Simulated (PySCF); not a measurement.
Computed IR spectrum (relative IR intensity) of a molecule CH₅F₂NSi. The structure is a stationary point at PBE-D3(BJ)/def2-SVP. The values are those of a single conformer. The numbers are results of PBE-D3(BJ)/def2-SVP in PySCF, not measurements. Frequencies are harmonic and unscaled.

Lines under 2 % of the strongest are left out, and lines within 2 cm⁻¹ are merged.

ν (cm⁻¹): 140 (w), 192 (vw), 286 (m), 326 (m), 332 (w), 379 (vs), 717 (w), 864 (vs), 924 (vs), 942 (vs), 1233 (m), 1380 (w), 1488 (m), 3504 (m), 3601 (m) (against the strongest line: vs over 80 %, s over 45 %, m over 15 %, w over 4 %, vw less)

Problem. Which structure fits?
A) CN[SiH](F)F
B) NC[SiH](F)F
C) C[Si](N)(F)F
D) N[Si@@H](F)CF

Solution. C, C[Si](N)(F)F
